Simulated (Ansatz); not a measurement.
An input meant for Si(tBu)2Me2 (C₁₀H₂₄Si) (charge 0, singlet).

```yaml
crystal:
  periodic: [true, true, true]
  atoms:
    - {symbol: Si, position_ang: [-0.560935, 0.043185, -0.396768]}
    - {symbol: C, position_ang: [-0.665145, -0.017130, 1.545610]}
    - {symbol: C, position_ang: [0.223994, -1.130329, 2.129031]}
    - {symbol: C, position_ang: [-2.132355, -0.308491, 1.925178]}
    - {symbol: C, position_ang: [-0.261519, 1.338325, 2.158177]}
    - {symbol: H, position_ang: [0.070058, -1.212111, 3.228942]}
    - {symbol: H, position_ang: [-0.006775, -2.124697, 1.692628]}
    - {symbol: H, position_ang: [1.302960, -0.933058, 1.966523]}
    - {symbol: H, position_ang: [-2.463088, -1.309349, 1.581021]}
    - {symbol: H, position_ang: [-2.834530, 0.441705, 1.504545]}
    - {symbol: H, position_ang: [-2.253595, -0.283747, 3.031673]}
    - {symbol: H, position_ang: [-0.908793, 2.164901, 1.800121]}
    - {symbol: H, position_ang: [0.787519, 1.611491, 1.929400]}
    - {symbol: H, position_ang: [-0.358630, 1.303294, 3.266997]}
    - {symbol: C, position_ang: [1.235324, -0.026880, -1.142290]}
    - {symbol: C, position_ang: [1.805747, -1.456544, -1.064251]}
    - {symbol: C, position_ang: [2.187612, 0.946798, -0.424469]}
    - {symbol: C, position_ang: [1.140114, 0.381720, -2.627444]}
    - {symbol: H, position_ang: [2.818410, -1.492172, -1.526193]}
    - {symbol: H, position_ang: [1.908348, -1.815810, -0.021273]}
    - {symbol: H, position_ang: [1.172831, -2.186358, -1.609413]}
    - {symbol: H, position_ang: [2.368435, 0.655112, 0.629917]}
    - {symbol: H, position_ang: [1.802942, 1.988192, -0.425311]}
    - {symbol: H, position_ang: [3.178680, 0.963758, -0.932096]}
    - {symbol: H, position_ang: [0.809143, 1.432626, -2.752349]}
    - {symbol: H, position_ang: [0.439265, -0.262659, -3.198705]}
    - {symbol: H, position_ang: [2.137235, 0.290120, -3.114268]}
    - {symbol: C, position_ang: [-1.396609, 1.648788, -0.976191]}
    - {symbol: H, position_ang: [-1.591981, 1.622799, -2.067366]}
    - {symbol: H, position_ang: [-0.774053, 2.542648, -0.766320]}
    - {symbol: H, position_ang: [-2.372180, 1.793542, -0.468064]}
    - {symbol: C, position_ang: [-1.543566, -1.422091, -1.103475]}
    - {symbol: H, position_ang: [-2.629728, -1.297139, -0.918686]}
    - {symbol: H, position_ang: [-1.234041, -2.387911, -0.654046]}
    - {symbol: H, position_ang: [-1.401073, -1.502528, -2.200792]}
basis:
  gaussian: {orbitals: 6-31G, fitting: {mean_field: cc-pVTZ-jkfit}}
hamiltonian: {xc: {name: wB97X-V}}
scf: {omitted_lower_state_checks: [starts]}
output: {forces: true}
```

```sh
$ ansatz run in.yaml --threads 4 --pin off --events-out ev --progress --plain --max-ram 6963MiB
```

It prints (some lines left out):

```
Error: YAML parse error: error: line 2 column 3: crystal: missing field `lattice` (a structure is typed as `lattice` and `atoms`, a molecule's as `atoms` in Å alone, or read from a run's directory, `checkpoint`)
 --> <input>:2:3
  |
1 | crystal:
2 |   periodic: [true, true, true]
  |   ^ crystal: missing field `lattice` (a structure is typed as `lattice` and `atoms`, a molecule's as `atoms` in Å alone, or read from a run's directory, `checkpoint`)
3 |   atoms:
4 |     - {symbol: Si, position_ang: [-0.560935, 0.043185, -0.396768]}
  |
```

Task: Something in this input is off. What?

Result: The species is marked periodic without a cell. The input was rejected before any iteration.
